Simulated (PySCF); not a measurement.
Ionisation energy of Tc by level of theory

Tc [Kr] 4d5 5s2 (6S) → Tc⁺ [Kr] 4d5 5s1 (7S), as a difference of total energies. Calculation: PySCF 2.14, in aug-cc-pVTZ-DK (9s8p6d3f2g, 102 functions); scalar relativity by spin-free X2C-1e. Correlated levels: valence: [Kr] frozen. The calculations carry no spin-orbit coupling.

```json
{"method": "UHF", "ionisation energy (eV)": "5.541"}
{"method": "LDA", "ionisation energy (eV)": "7.314"}
{"method": "PBE0", "ionisation energy (eV)": "6.710"}
{"method": "r2SCAN", "ionisation energy (eV)": "6.545"}
{"method": "TPSSh", "ionisation energy (eV)": "6.694"}
{"method": "B97-3", "ionisation energy (eV)": "7.342"}
{"method": "MN15", "ionisation energy (eV)": "7.067"}
{"method": "SCS-MP2 (valence)", "ionisation energy (eV)": "7.023"}
```

Problem. Estimate what MP2 (valence) gives.

Solution. 6.755 eV, closest to PBE0 among the rows shown.

Problem. Estimate what PBE gives.

Solution. 6.876 eV, closest to SCS-MP2 (valence) among the rows shown.

Errors of the correlated levels include the incompleteness of this basis and the frozen core.

For comparison: 7.119 eV (measured; NIST Atomic Spectra Database, ionization energies).
